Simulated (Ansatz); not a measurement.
In(CO)H3 (CH3InO), relaxed as a singlet with RKS PBE-D4/def2-TZVP in Ansatz, starting from the GFN1-xTB geometry. Force threshold 0.02 eV/Å.

In the def2 sets In takes a core potential; there is no spin–orbit coupling.

Start:

```
atom    x (Å)    y (Å)    z (Å)
 In1   0.7582  -0.2985   0.4870
  C2  -1.1806   0.4711  -0.7813
  O3  -2.0909   0.8212  -1.3320
  H4   0.5773   0.9085   1.6725
  H5   1.8456  -0.0622  -0.7987
  H6   0.0905  -1.8401   0.7525
```

```csv
step,energy (eV),largest force component (eV/Å),SCF passes
1,-8302.9708,1.709,16
2,-8303.0105,0.124,21
3,-8303.0138,0.025,20
4,-8303.0139,0.004,20
```

Force components are those of the run's own axes.

End:

```
atom   x (Å)   y (Å)   z (Å)
 In1   0.783  -0.309   0.503
  C2  -1.226   0.487  -0.802
  O3  -2.139   0.842  -1.371
  H4   0.596   0.926   1.712
  H5   1.888  -0.064  -0.814
  H6   0.098  -1.883   0.772
```

By distances, no bond broke or formed. The bond that changes most is In1–C2, from 2.44 to 2.52 Å (atoms count from 1).

No frequencies were taken in this run, so the end may be a saddle point.

It took 2.5 s on 4 threads of AMD EPYC 7B13 on a shared host.
